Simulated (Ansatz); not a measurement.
One change: `F[SiH2][SiH]1C[SiH2]1` becomes `[AlH2][SiH2][SiH]1C[SiH2]1`.

Ansatz, PBE0-D4/def2-TZVP geometries, multiplicity 1. Each molecule was computed in one conformer, which needn't be the lowest. `[AlH2][SiH2][SiH]1C[SiH2]1` holds a close contact that its SMILES doesn't draw: H···Al 1.99 Å.

```tsv
property	`F[SiH2][SiH]1C[SiH2]1`
LUMO energy (B3LYP/def2-TZVPP) / eV	-1.14
size of the dipole moment (B3LYP/def2-TZVPP) / D	1.34
LUMO energy (PBE0/def2-TZVPP) / eV	-0.99
LUMO energy (ωB97M-V/def2-TZVPP) / eV	0.75
HOMO–LUMO gap (PBE0/def2-TZVPP) / eV	5.85
size of the dipole moment (ωB97M-V/def2-TZVPP) / D	1.30
```

**Question.** What does the change do to each property? (Estimate.)

**Answer.** The calculation gave: 
| property | `[AlH2][SiH2][SiH]1C[SiH2]1` | shift |
| --- | --- | --- |
| LUMO energy (B3LYP/def2-TZVPP) / eV | -1.53 | -0.39 |
| size of the dipole moment (B3LYP/def2-TZVPP) / D | 1.77 | 0.43 |
| LUMO energy (PBE0/def2-TZVPP) / eV | -1.41 | -0.42 |
| LUMO energy (ωB97M-V/def2-TZVPP) / eV | 0.29 | -0.46 |
| HOMO–LUMO gap (PBE0/def2-TZVPP) / eV | 5.52 | -0.33 |
| size of the dipole moment (ωB97M-V/def2-TZVPP) / D | 1.76 | 0.46 |

With PBE0 the HOMO falls by 0.09 eV and the LUMO falls by 0.42 eV, so the gap narrows by about 0.33 eV. PBE moves the HOMO by -0.08 eV and ωB97M-V by -0.10 eV. Dipoles are sizes alone; their direction can turn.

B3LYP here is the variant with VWN-RPA as its local correlation; programs differ in this.
